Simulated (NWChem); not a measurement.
How basis sets differ on AlBrF (SMILES [F][Al][Br])

AlBrF has 3 atoms, charge 0, and is taken as a doublet. As SMILES, `[F][Al][Br]`. The coordinates come from a PBE0-D4/def2-TZVP relaxation.

```tsv
atom	x (Å)	y (Å)	z (Å)
F	-1.1200	1.0166	-0.5105
Al	-0.4400	-0.4682	-0.2888
Br	1.5490	-0.6132	0.7862
```

Each level gives the dipole moment (D). The values are calculated.

```csv
level,kind,program,value (D),CPU time
UB3LYP/6-31G* (spherical functions),global hybrid,NWChem,1.69,24 s
UB3LYP/def2-SVP,global hybrid,NWChem,1.62,4.8 s
UB3LYP/6-31G* (Cartesian functions),global hybrid,NWChem,1.68,26 s
UB3LYP/def2-TZVP,global hybrid,NWChem,1.65,23 s
UB3LYP/def2-TZVPD,global hybrid,NWChem,1.69,36 s
```

All-electron rows without a relativistic Hamiltonian named are non-relativistic. The values span 1.62 to 1.69 D. Magnitudes only. Times are those of the runs behind each value, whatever else they computed, on shared processors of several kinds: orders of magnitude only.
